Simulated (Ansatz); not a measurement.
Molecule: GeH$_{3}$ (charge +1, singlet). 
Coordinates optimised at B3LYP-D3(BJ)/def2-TZVP (Ansatz, an electronic-structure program):
```
Ge
H 1 1.5244
H 1 1.5244 2 120.00
H 1 1.5244 2 120.00 3 180.00
```
Charge +1, spin multiplicity 1.

Basis-set convergence of Hartree-Fock and CCSD(T) correlation energies (hartree) with Ansatz. Cores are frozen in the correlated levels unless marked. Spin-orbit coupling is left out. Frozen are the shells of the preceding noble gas and the d and f shells that filled before the atom's block. Non-relativistic.

```csv
basis,functions,E(HF),"E(corr, CCSD(T))"
cc-pVDZ,42,-2076.76150,-0.10594
cc-pVTZ,85,-2076.83540,-0.12410
cc-pVQZ,158,-2076.83921,-0.12928
cc-pV5Z,269,-2076.83974,-0.13081
```

Extrapolating the two largest sets (X = 4 and 5) as X^-3: E(corr) = (125·(-0.13081) - 64·(-0.12928))/61 = -0.1324 Eh, an estimate of the basis-set limit. The largest set recovers 98.8 % of it, the smallest 80.0 %.
